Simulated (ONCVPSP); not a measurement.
## An all-electron radial function and its pseudo partner (calcium)

Columns: radius, all-electron u(r) and pseudo u(r) of the 3p shell (level -28.33 eV) of calcium in the configuration [Ne] 3s2 3p6 4s1.75 4p0.25; LDA (Perdew-Wang 92), scalar-relativistic, ONCV scheme, ONCVPSP 4.0.1.

| r (bohr) | all-electron | pseudo |
| --- | --- | --- |
| 0.098 | -0.3160 | 0.0241 |
| 0.195 | -0.4793 | 0.0922 |
| 0.292 | -0.3567 | 0.1966 |
| 0.390 | -0.0901 | 0.3266 |
| 0.488 | 0.2043 | 0.4672 |
| 0.585 | 0.4632 | 0.6028 |
| 0.682 | 0.6661 | 0.7230 |
| 0.780 | 0.8100 | 0.8199 |
| 0.878 | 0.8986 | 0.8876 |
| 0.975 | 0.9408 | 0.9246 |
| 1.072 | 0.9480 | 0.9338 |
| 1.170 | 0.9290 | 0.9192 |
| 1.268 | 0.8918 | 0.8860 |
| 1.365 | 0.8430 | 0.8401 |
| 1.463 | 0.7868 | 0.7854 |
| 1.560 | 0.7277 | 0.7271 |
| 1.658 | 0.6672 | 0.6669 |
| 1.755 | 0.6082 | 0.6082 |
| 1.852 | 0.5516 | 0.5515 |
| 1.950 | 0.4975 | 0.4974 |
| 2.047 | 0.4474 | 0.4474 |
| 2.145 | 0.4007 | 0.4006 |
| 2.242 | 0.3583 | 0.3582 |
| 2.340 | 0.3192 | 0.3192 |
| 2.438 | 0.2838 | 0.2838 |
| 2.535 | 0.2523 | 0.2522 |

Q: How many radial nodes do the two functions have?

A: The all-electron 3p function has n − l − 1 = 1; the pseudo-wave has 0, since the states of the same l below it are removed with the core.

Q: At about which radius was the pseudo-wave matched?

A: 1.95 bohr. The columns agree to 0.0005 from 1.66 bohr on; several derivatives are matched, so the curves merge somewhat inside the radius.

Q: Is the pseudo-wave norm-conserving?

A: Yes: the ONCV scheme keeps the norm inside the radius equal to the all-electron one, which fixes the energy derivative of the logarithmic derivative at the level.
